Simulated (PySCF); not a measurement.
## Electron correlation in Ca (calcium, neutral)

[Ar] 4s2, closed-shell 1S. Calculation: PySCF 2.14, in aug-cc-pVDZ-X2C (6s5p3d, 36 functions); scalar relativity by spin-free X2C-1e. Frozen: [Ar]; 2 electrons correlated.

With two correlated electrons CCSD is exact within the correlated space (frozen core and kept virtual orbitals).

```json
{"level": "CCSD", "correlation energy (mhartree)": "-27.93"}
```

Diagnostics: T1 = 0.016, D1 = 0.0223, largest double amplitude 0.077.

Cost of the coupled-cluster step: roughly 0.06 core-seconds, for 2 correlated electrons.

Iterations:

```
CC2 = 0
CCSD nocc = 1, nmo = 27
frozen orbitals [0, 1, 2, 3, 4, 5, 6, 7, 8]
max_cycle = 100
direct = 0
conv_tol = 1e-08
conv_tol_normt = 1e-06
diis_space = 8
diis_start_cycle = 0
Init t2, MP2 energy = -679.646770187711  E_corr(MP2) -0.0175500327512788
Init E_corr(CCSD) = -0.0175500327771746
cycle = 1  E_corr(CCSD) = -0.0236088791166527  dE = -0.00605884634  norm(t1,t2) = 0.0571962
cycle = 2  E_corr(CCSD) = -0.0259046467092698  dE = -0.00229576759  norm(t1,t2) = 0.0269919
cycle = 3  E_corr(CCSD) = -0.0278804974352443  dE = -0.00197585073  norm(t1,t2) = 0.0143729
cycle = 4  E_corr(CCSD) = -0.0279011760706948  dE = -2.06786355e-05  norm(t1,t2) = 0.00316013
cycle = 5  E_corr(CCSD) = -0.027943545082641  dE = -4.23690119e-05  norm(t1,t2) = 0.00086908
cycle = 6  E_corr(CCSD) = -0.0279262282808595  dE = 1.73168018e-05  norm(t1,t2) = 0.000157037
cycle = 7  E_corr(CCSD) = -0.0279333687824353  dE = -7.14050158e-06  norm(t1,t2) = 5.2864e-05
cycle = 8  E_corr(CCSD) = -0.0279330684286755  dE = 3.0035376e-07  norm(t1,t2) = 1.1291e-05
cycle = 9  E_corr(CCSD) = -0.0279328670173075  dE = 2.01411368e-07  norm(t1,t2) = 2.91602e-06
cycle = 10  E_corr(CCSD) = -0.0279329976497126  dE = -1.30632405e-07  norm(t1,t2) = 1.00846e-06
cycle = 11  E_corr(CCSD) = -0.0279329909218607  dE = 6.72785189e-09  norm(t1,t2) = 9.00438e-08
CCSD converged
E(CCSD) = -679.6571531458819  E_corr = -0.02793299092186069
```
